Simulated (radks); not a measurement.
Hf LI, configuration [Ar] 3d4 (the NIST ground configuration).

Calculated with a radial shooting solver on a logarithmic mesh with Libxc functionals: scalar-relativistic Kohn-Sham, LB94 model potential, spin-polarised, spherical densities, finite nucleus; open shells are filled with parallel spins first (spin-orbit coupling, left out, can overturn this in heavy ions); Fermi nuclear charge, rms radius 5.347 fm.

Energy parts (eV):
part                  energy
kinetic            388846.48
electron-nucleus  -784450.19
Hartree             50916.41
(The LB94 potential has no energy functional, so no total or exchange-correlation energy is given.)

Orbitals (lengths in bohr, moments of r in powers of bohr):
orbital	occ.	eigenvalue (eV)	<r>	<r^2>	<1/r>
1s down	1	-68676.49	0.01896	0.0004937	83.87
1s up	1	-68675.86	0.01896	0.0004936	83.87
2s up	1	-14336.53	0.07982	0.007526	19.69
2s down	1	-14335.77	0.07975	0.007512	19.71
2p down	3	-12989.67	0.07106	0.006154	17.98
2p up	3	-12989.40	0.07112	0.006167	17.97
3s up	1	-5348.396	0.1988	0.04503	7.666
3s down	1	-5324.774	0.1991	0.04517	7.646
3p up	3	-4945.442	0.1962	0.04445	7.159
3p down	3	-4921.778	0.1965	0.04461	7.143
3d up	4	-4528.810	0.1744	0.03521	6.799
3d down	0	-4505.927	0.1744	0.03526	6.802

The highest occupied level is 3d up at -4528.8 eV. The electron density at the nucleus is 1.279e+06 e/bohr^3 (large components only). Summed over all electrons, <r^2> = 0.5512 bohr^2, which gives a Langevin (diamagnetic) susceptibility term of -0.437 x 10^-6 cm^3/mol. Spin moment in Bohr magnetons: 4. The spin density at the nucleus is 6.0 e/bohr^3 (1s 11.0, 2s -103.4, 3s 98.4).
